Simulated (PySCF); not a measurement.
C5H9F, SMILES C1(F)[C@H]([C@@H]1C)C.

The structure is a stationary point at B3LYP-D3(BJ)/def2-SVP. The structure was generated by enumeration; whether it is a known compound was not checked.

Two levels are set side by side: TDA-PBE/def2-SVPD (PySCF) and TDA-LC-ωPBE/def2-SVPD (PySCF). Vertical, same geometry. The lowest singlet is HOMO→LUMO 99 % with PBE and HOMO→LUMO 28 %, HOMO−1→LUMO 20 %, HOMO→LUMO+2 14 %, HOMO→LUMO+1 9 % with the other functional; states are paired by order. Differences are taken from unrounded values.

| quantity | TDA-LC-ωPBE |
|---|---|
| lowest singlet excitation (eV) | 8.28 |
| lowest triplet excitation (TDA) (eV) | 7.91 |

Task: What does TDA-PBE give, and how far is it from TDA-LC-ωPBE? (An estimate is asked for; the answer gives what the named calculation found.)

Result: 
| quantity | TDA-PBE | TDA-PBE minus TDA-LC-ωPBE |
|---|---|---|
| lowest singlet excitation (eV) | 6.61 | -1.67 |
| lowest triplet excitation (TDA) (eV) | 6.50 | -1.40 |

A lower first singlet is the usual sign of a functional without exact exchange. Differences between two approximate levels are no errors against the true value.

Rough cost on one machine, each run with all the roots and properties that it gave: TDA-LC-ωPBE against TDA-PBE about 4 times.
